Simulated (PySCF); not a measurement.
Bonds (- single, = double, # triple, : aromatic): C1-O2, O2-C3, C3=O4, C3-C5, C5:P6, P6:C7, C7:C8, C8:C9, C9-C10, C9:P11, P11:C5. C1 carries H12, H13, H14; C7 carries H15; C8 carries H16; C10 carries H17, H18, H19.

Method: shieldings: GIAO PBE0/pcSseg-1, geometry: GFN2-xTB, in PySCF 2.14.0 with density-fitted response routines (in vacuum, non-relativistic, one conformer, averaged over atoms made equivalent by symmetry, fast rotation or ring inversion).

References, each an isolated molecule treated in the same way: TMS for ¹³C (σref 186.93) and ¹H (σref 31.72); H2O for ¹⁷O (σref 336.08); H3PO4 for ³¹P (σref 318.38).

| atoms | nucleus | count | Hirshfeld charge | δ (ppm) |
| --- | --- | --- | --- | --- |
| O2 | ¹⁷O | 1 | -0.09 | 178.1 |
| H16 | ¹H | 1 | 0.05 | ? |
| C3 | ¹³C | 1 | 0.18 | 175.2 |
| H15 | ¹H | 1 | 0.05 | 9.48 |
| P11 | ³¹P | 1 | 0.12 | 295.8 |
| C1 | ¹³C | 1 | -0.03 | 53.6 |
| H12/H13/H14 | ¹H | 3 | 0.05 | 4.18 |
| C7 | ¹³C | 1 | -0.10 | 165.5 |
| C8 | ¹³C | 1 | -0.03 | 140.6 |
| C5 | ¹³C | 1 | -0.15 | ? |
| O4 | ¹⁷O | 1 | -0.26 | ? |
| C10 | ¹³C | 1 | -0.12 | 29.7 |
| P6 | ³¹P | 1 | 0.14 | 282.0 |
| C9 | ¹³C | 1 | -0.04 | ? |
| H17/H18/H19 | ¹H | 3 | 0.05 | ? |

Question: Estimate the values marked ?.

Answer: 
- C5: 199.8 ppm, substituted aromatic carbon
- C9: 180.6 ppm, substituted aromatic carbon
- H16: 8.34 ppm, hydrogen on an aromatic CH; the ring current deshields protons in the ring plane
- H17/H18/H19: 3.06 ppm, hydrogen on a methyl carbon on an aromatic ring; benzylic-type position, deshielded by the ring
- O4: 415.3 ppm, ester carbonyl oxygen

Shifts are as computed. Against solution values, carbons near 30 ppm lie about +3 ppm off and those near 130 ppm about +5 ppm. Of 1211 compounds with measured shifts, 218 miss one by over three times the rms of a fit or turn the order of signals round; such compounds aren't used in these exercises. Unscaled 17O shifts of doubly bonded oxygen tend to come out too high, by tens of ppm or more. Experimental scales use liquid or dissolved standards, which lie at an offset from isolated H2O (liquid H2O: subtract about 36 ppm) and H3PO4.
